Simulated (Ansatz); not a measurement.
Basis-set series for C3H10BNSi (`BN([SiH3])CC=C`). Charge 0, multiplicity 1. The structure was optimised at the PBE0-D4/def2-TZVP level. It is one conformer, not always the lowest.

Cartesian coordinates in Å:
```
B 0.868 1.459 -1.574
N 0.413 0.805 -0.428
Si -0.774 1.538 0.640
C 0.870 -0.544 -0.080
C -0.246 -1.539 -0.099
C -0.616 -2.263 0.946
H 0.458 2.556 -1.824
H 1.659 0.910 -2.290
H -0.393 1.219 2.042
H -2.140 1.010 0.396
H -0.758 3.001 0.417
H 1.640 -0.829 -0.803
H 1.333 -0.537 0.913
H -0.774 -1.638 -1.045
H -1.430 -2.976 0.886
H -0.111 -2.171 1.903
```

```tsv
functional	basis	functions	energy (Eh)	HOMO (eV)	LUMO (eV)
PBE0-D4	def2-TZVPP	337	-489.15878	-7.84	-0.47
PBE0-D4	def2-QZVPP	655	-489.18032	-7.85	-0.54
ωB97M-V	def2-TZVPP	337	-489.39821	-10.11	1.41
ωB97M-V	def2-QZVPP	655	-489.41834	-10.11	1.16
```

Q: Give the rows for def2-SVP. (An estimate is asked.)

A: The calculation gave: 
```csv
functional,basis,functions,energy (Eh),HOMO (eV),LUMO (eV)
PBE0-D4,def2-SVP,138,-488.83803,-7.82,-0.25
ωB97M-V,def2-SVP,138,-489.06402,-10.07,1.84
```

Positive LUMOs are unbound and depend on the basis.

Computed with Ansatz.
